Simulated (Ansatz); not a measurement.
# Isomers

Structures of BSiH$_{3}$SO, singlet, relaxed at PBE0-D4/def2-TZVP (vibrations not checked; lower isomers may exist, and structures with a doubtful reference or unclear bonds are left out). Program: Ansatz 0.2.0. Basis: def2-TZVPP. Cores are frozen in the correlated methods. B3LYP uses VWN-RPA correlation.

Task: Rank them by CCSD(T) energy, lowest first, and give each one's height above the lowest. Links in brackets join atoms within 1.22 times the sum of their covalent radii (1.1 for two metals). (Judge from chemistry; the value comes from the calculation.)
A.
BSiH₃SO ([OH][B]1[SiH2][S]1)
```
7
angstrom
O -1.0547 1.4891 -0.9986
B -0.5251 0.3643 -0.4932
Si 0.6595 -0.6884 0.6218
S -0.8547 -1.3703 -0.7814
H -0.6612 2.2884 -0.6406
H 0.3863 -1.0319 2.0389
H 2.0499 -1.0512 0.2531
```
B.
a complex of BH₃O ([BH2][OH]) + SiS
```
7
angstrom
B -0.0780 1.1572 -0.9172
O 0.2015 0.8339 0.3693
Si -0.0985 -1.6702 1.5523
S -0.7988 -2.6470 0.0347
H 0.0913 2.2832 -1.2939
H -0.4853 0.2811 -1.6149
H 0.5277 1.5665 0.8993
```
C.
BSiH₃SO ([BH2][O][SiH][S])
```
7
angstrom
B -0.0128 1.0643 -0.9557
O 0.1557 0.5239 0.2813
Si 0.0670 -0.9351 0.9920
S -1.1094 -2.3924 0.5304
H -0.2013 2.2434 -1.0173
H 0.0557 0.3631 -1.9236
H 1.0451 -0.8672 2.0929
```
D.
a complex of BSiHSO ([O][B][S][SiH]) + H₂
```
7
angstrom
O -1.0252 1.5369 -1.6409
B -0.9713 0.5027 -1.0213
Si 0.5166 -0.3273 1.3835
S -0.9015 -1.0176 -0.1362
H 2.0460 -1.7394 0.6274
H 0.4516 -1.6830 2.0725
H 2.2908 -1.0351 0.4443
```

Result: Computed: C (0.00 kcal/mol), A (11.60 kcal/mol), B (26.30 kcal/mol), D (42.83 kcal/mol). Heights count from the lowest.

Task: Do PBE-D4, r2SCAN-D4, PBE0-D4, B3LYP-D4, wB97M-V, HF, MP2 give the same order? (Judge from chemistry; the calculation decides.)

Result: The calculation gives: All do.

The T1 diagnostic stays at or below 0.019.

For scale, one of the runs: CCSD(T)/def2-TZVPP, 188 basis functions, launched by `ansatz run in.yaml --threads 2 --pin off --events-out ev --progress --plain --max-ram 4352MiB`. Hardware: 2 CPU threads of an Arm Neoverse V2, shared host. Wall time 49 s; peak host memory 1.9 GiB.
